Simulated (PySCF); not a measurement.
# Circular dichroism: `CSC(F)=C=C=C=CF`, C₆H₄F₂S

Geometry (Å), atoms numbered from 1 in this order:
```xyz
13

C    -2.339    0.454    0.426
S    -2.649    0.064   -1.304
C    -1.023   -0.290   -1.837
F    -1.014   -0.586   -3.133
C     0.080   -0.282   -1.108
C     1.100   -0.242   -0.337
C     2.127   -0.201    0.430
C     3.165   -0.231    1.238
F     3.927    0.829    1.489
H    -1.910   -0.411    0.951
H    -3.318    0.699    0.859
H    -1.667    1.318    0.517
H     3.503   -1.122    1.780
```

The calculation used PySCF 2.14.0, TDDFT CAM-B3LYP/aug-cc-pVDZ circular dichroism and optical rotation, one conformer, gas phase. Geometry: PBE0-D3(BJ)/def2-SVP.

No stereocentre is labelled: unless the shape is locked (an allene, a helicene, a hindered biaryl), the mirror image is equally populated and a measured rotation or CD is zero.

(1) List the lowest 12 singlet excitations with oscillator and rotatory strengths.

## Answers

(1) Rotatory strengths R in 10⁻⁴⁰ esu² cm², velocity form and length form (origin at the centre of mass); f in length form.
| state | E (eV) | λ (nm) | f | R (velocity) | R (length) | main |
| --- | --- | --- | --- | --- | --- | --- |
| 1 | 3.12 | 398 | 0.0003 | +3.0 | +2.6 | HOMO→LUMO 0.94 |
| 2 | 3.90 | 318 | 0.0002 | -3.1 | -3.5 | HOMO−1→LUMO+1 0.96 |
| 3 | 4.28 | 290 | 0.103 | +2.1 | +2.3 | HOMO→LUMO+1 0.70, HOMO−1→LUMO 0.26 |
| 4 | 5.30 | 234 | 0.009 | +38.3 | +38.8 | HOMO→LUMO+2 0.44, HOMO−2→LUMO 0.23 |
| 5 | 5.40 | 230 | 1.377 | -85.0 | -85.0 | HOMO−1→LUMO 0.57, HOMO→LUMO+1 0.22 |
| 6 | 5.62 | 221 | 0.015 | +24.0 | +24.5 | HOMO→LUMO+2 0.39, HOMO−2→LUMO 0.28 |
| 7 | 6.00 | 207 | 0.005 | +1.4 | +1.2 | HOMO→LUMO+4 0.48, HOMO−2→LUMO 0.26 |
| 8 | 6.24 | 199 | 0.010 | +19.1 | +19.5 | HOMO→LUMO+3 0.55, HOMO→LUMO+4 0.17 |
| 9 | 6.27 | 198 | 0.007 | -6.6 | -7.1 | HOMO−1→LUMO+2 0.57, HOMO−1→LUMO+3 0.21 |
| 10 | 6.45 | 192 | 0.168 | -3.3 | -3.0 | HOMO→LUMO+5 0.55, HOMO−2→LUMO+1 0.22 |
| 11 | 6.59 | 188 | 0.485 | -2.0 | -1.9 | HOMO−2→LUMO+1 0.47, HOMO→LUMO+5 0.24 |
| 12 | 6.65 | 186 | 0.006 | -8.3 | -8.4 | HOMO→LUMO+7 0.25, HOMO→LUMO+11 0.13 |

Among the states computed, the strongest CD band (largest |R|) is state 5. The largest dissymmetry factor in size, g = 4R/(D+G), with D and G the electric and magnetic dipole strengths, is -0.13 for state 2 (velocity form, f = 0.0001), among bands with |R| over 0.5. The mirror image has the same energies and oscillator strengths and all R with the opposite sign.
